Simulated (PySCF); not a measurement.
## Bond length, frequency and bond energy of HgH by level of theory

State: ²Σ⁺ (doublet), unpaired electrons σ ↑. Set-up: basis Hg def2-SVPD with ECP60, H def2-SVPD; scalar-relativistic core potentials; PySCF 2.14. De refers to Hg + H in their ground configurations, without counterpoise correction. The functionals are run spin-unrestricted. A positive dipole means Hg(−)H(+).

| Level | Re (Å) | ωe (cm⁻¹) | De (eV) | μ (D) |
| --- | --- | --- | --- | --- |
| UHF | 1.804 | 1194 | 0.072 | -0.58 |
| UHF-MP2 | 1.767 | 1130 | 0.023 | n/a |
| UHF-SCS-MP2 | 1.774 | 1157 | 0.036 | n/a |
| UHF-CCSD | 1.782 | 1205 | 0.284 | n/a |
| UHF-CCSD(T) | 1.783 | 1201 | 0.294 | n/a |
| PBE | 1.820 | 1151 | 0.369 | -0.35 |
| PBEsol | 1.794 | 1238 | 0.51 | -0.26 |
| r²SCAN | 1.796 | 1215 | 0.56 | -0.35 |
| PBE0 | 1.793 | 1238 | 0.380 | -0.38 |
| B97-3 | 1.819 | 1148 | 0.269 | -0.48 |
| ωB97X | 1.793 | 1269 | 0.360 | -0.49 |
| B2PLYP | 1.809 | 1140 | 0.304 | -0.46 |

The bond length runs from 1.767 Å (UHF-MP2) to 1.820 Å (PBE). De spans 0.02 eV (UHF-MP2, perturbation theory) to 0.56 eV (r²SCAN, meta-GGA). Correlation at CCSD(T) changes the Hartree–Fock bond energy by +0.22 eV; the triples alone change it by +0.01 eV.

Correlated steps freeze no core orbitals. The bond is weak. Basis-set superposition, not corrected here, can be much of De in a small basis, most of all at correlated wavefunction levels. Functionals without a dispersion term scatter widely for such bonds, and LDA overbinds them. Spin–orbit coupling is left out. B2PLYP dipoles, levels and charges come from its SCF part alone. The state is the lowest determinant that a PBE0 search found; another state may lie lower at other levels.

The whole job (state search and all levels along the bond) took about 2.7 min on 1 thread of Arm Neoverse N1 (shared host), peak memory 0.51 GiB.
